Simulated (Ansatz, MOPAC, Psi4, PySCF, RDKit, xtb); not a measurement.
Two geometries of C2H9BSi, SMILES B[SiH2]CC, relaxed at B3LYP-D3(BJ)/def2-SVP with one dihedral held; other torsions can differ between them too.

Structure A

```
13

B     -2.0278     0.7788    -0.1048
Si    -0.8455    -0.6485     0.6942
C      0.0058    -0.1452     2.3144
C     -0.9750     0.1866     3.4470
H     -1.9778     1.9330     0.2489
H     -2.7957     0.5132    -0.9980
H      0.1915    -0.9609    -0.3478
H     -1.6304    -1.9074     0.9138
H      0.6868    -0.9579     2.6214
H      0.6497     0.7259     2.0985
H     -1.6459     1.0176     3.1708
H     -1.6120    -0.6783     3.6964
H     -0.4504     0.4843     4.3697
```

Structure B

```
13

B      2.0325     0.7908    -0.0329
Si     0.8473    -0.6790     0.6863
C     -0.5795    -0.9758    -0.5475
C     -1.4866     0.2411    -0.7709
H      2.0364     1.9157     0.4047
H      2.7453     0.5715    -0.9839
H      1.6304    -1.9487     0.8310
H      0.2620    -0.3577     2.0264
H     -1.1676    -1.8287    -0.1660
H     -0.1394    -1.3121    -1.5023
H     -0.9336     1.0879    -1.2113
H     -1.9258     0.5981     0.1751
H     -2.3205     0.0071    -1.4528
```

Question: Which is lower in energy at the level CCSD(T) on RHF/cc-pVTZ, frozen core // B3LYP-D3(BJ)/def2-SVP (Ansatz, a program for electronic structure), and by how much?

Answer: A is lower, by 0.53 kcal/mol (dihedral H5–B1–Si2–C3: 15° in A, 105° in B).

E(B) − E(A) in kcal/mol at the other levels, on the same two geometries: B3LYP/def2-TZVP // B3LYP-D3(BJ)/def2-SVP (Psi4) 0.66; B3LYP-D3(BJ)/def2-TZVP // B3LYP-D3(BJ)/def2-SVP (Psi4) 0.61; PBE/def2-TZVP // B3LYP-D3(BJ)/def2-SVP (Psi4) 0.72; PBE-D3(BJ)/def2-TZVP // B3LYP-D3(BJ)/def2-SVP (Psi4) 0.69; M06-2X/def2-TZVP // B3LYP-D3(BJ)/def2-SVP (Psi4) 0.65; RHF/cc-pVTZ // B3LYP-D3(BJ)/def2-SVP (Ansatz) 0.55; MP2 on RHF/cc-pVTZ, frozen core // B3LYP-D3(BJ)/def2-SVP (Ansatz) 0.45; CCSD on RHF/cc-pVTZ, frozen core // B3LYP-D3(BJ)/def2-SVP (Ansatz) 0.56; UFF // B3LYP-D3(BJ)/def2-SVP (RDKit) 0.11; PM7, restricted, heats of formation // B3LYP-D3(BJ)/def2-SVP (MOPAC) 0.00; PM6, restricted, heats of formation // B3LYP-D3(BJ)/def2-SVP (MOPAC) 0.81; GFN1-xTB // B3LYP-D3(BJ)/def2-SVP (xtb) -0.57; restricted B3LYP/6-31G*, spherical d // B3LYP-D3(BJ)/def2-SVP (PySCF) 0.55; restricted B3LYP/6-311+G**, spherical d, density fitting // B3LYP-D3(BJ)/def2-SVP (PySCF) 0.62; restricted Hartree-Fock/LANL2DZ, with its core potentials past Ne // B3LYP-D3(BJ)/def2-SVP (PySCF) 0.47; restricted BP86/6-31G*, spherical d // B3LYP-D3(BJ)/def2-SVP (PySCF) 0.52.
